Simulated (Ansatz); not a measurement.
Reaction (ligand exchange at the Si–N bond): `OBN[SiH3]` + `O[SiH2][NH][AlH2]` → `[AlH2][NH][SiH2]O[SiH3]` + `NBO`

Calculated with Ansatz (gas phase, PBE0-D4/def2-TZVP geometries, no zero-point term in ΔE). CCSD(T)/CBS is the MP2 limit (def2-TZVPP, def2-QZVPP) plus CCSD(T) − MP2 in def2-TZVPP, frozen cores. This one scheme is used for every species. DFT in def2-TZVPP. One conformer a species, not always the lowest.

`OBN[SiH3]`:

Z-matrix (Å, degrees):
```
Si
N 1 1.742
H 1 1.487 2 106.6
H 1 1.485 2 111.7 3 -119.1
H 1 1.485 2 111.6 3 119.1
B 2 1.410 1 125.7 3 -179.6
H 2 1.007 1 117.3 3 0.4
O 6 1.369 2 117.2 1 -0.0
H 6 1.201 2 121.4 1 179.9
H 8 0.957 6 113.4 2 180.0
```

`O[SiH2][NH][AlH2]`:

Cartesian coordinates in Å:
```
O 1.321 0.563 -1.692
Si 0.945 0.559 -0.086
N -0.129 -0.731 0.247
Al -1.864 -0.662 0.663
H 2.155 0.961 -1.943
H 0.241 1.807 0.307
H 2.219 0.438 0.679
H 0.272 -1.654 0.139
H -2.546 0.756 0.803
H -2.614 -2.038 0.882
```

`[AlH2][NH][SiH2]O[SiH3]`:

Z-matrix (Å, degrees):
```
Si
N 1 1.715
O 1 1.637 2 113.3
H 1 1.487 2 109.9 3 -120.2
H 1 1.481 2 107.5 3 118.0
Al 2 1.786 1 128.6 3 -99.0
H 2 1.012 1 114.9 3 80.0
Si 3 1.631 1 147.1 2 -83.9
H 6 1.583 2 117.6 1 179.9
H 6 1.580 2 117.8 1 -0.4
H 8 1.486 3 109.9 1 94.3
H 8 1.488 3 110.5 1 -25.8
H 8 1.484 3 109.0 1 -146.0
```

`NBO`:

```xyz
7

N    -1.035   -0.066   -0.258
B     0.277    0.252    0.102
O     1.202   -0.757    0.182
H    -1.328   -1.006   -0.462
H    -1.758    0.624   -0.334
H     0.574    1.394    0.336
H     2.069   -0.441    0.435
```

```json
{"level": "r2SCANh-D4", "ΔE (kJ/mol)": "-60.3"}
{"level": "PBE", "ΔE (kJ/mol)": "-54.8"}
{"level": "PBE0", "ΔE (kJ/mol)": "-57.2"}
{"level": "HF/def2-QZVPP", "ΔE (kJ/mol)": "-72.6"}
```

What does CCSD(T)/CBS give? (Estimate.)

Computed: -59.3 kJ/mol. The listed levels differ from it by -1.0, 4.5, 2.1, -13.3 kJ/mol.

Largest T1 diagnostic among the species: 0.012.

Leaving LDA and LC-ωPBE aside and taking each functional with its dispersion term where it has one, the values, not all of them listed here, spread over 14.5 kJ/mol, from BHLYP-D4 to revPBE-D4. In def2-TZVPP, CCSD(T) changes the Hartree–Fock value by +11.9 kJ/mol (the triples alone add +1.7 kJ/mol) and MP2 by +11.9 kJ/mol. From BLYP to BHLYP (50 % exact exchange), in def2-TZVPP and without D4, ΔE moves by −4.5 kJ/mol.
